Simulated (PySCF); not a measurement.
CaH2O2, SMILES [OH][Ca][OH].

Geometry optimised at B3LYP-D3(BJ)/def2-TZVP. The values are those of a single conformer.

Two levels are set side by side: PBE/def2-TZVPD (PySCF) and HF/def2-TZVPD (PySCF). Same geometry, gas phase. Differences are taken from unrounded values.

```
quantity                         HF    PBE  PBE minus HF
---------------------------  ------  -----  ------------
orbital gap (eV)              11.64   3.79         -7.86
highest occupied level (eV)  -11.17  -5.65          5.52
lowest empty level (eV)        0.47  -1.86         -2.34
dipole moment (D)              0.20   0.17         -0.02
mean polarisability (bohr³)    29.8   42.5          12.7
```

PBE's occupied levels lie high since its potential decays too fast outside the molecule; exact exchange lowers them and widens the gap. PBE's more diffuse valence density responds more strongly to a field. Differences between two approximate levels are no errors against the true value.

Rough cost on one machine, each run with all the roots and properties that it gave: HF against PBE about 1/3.
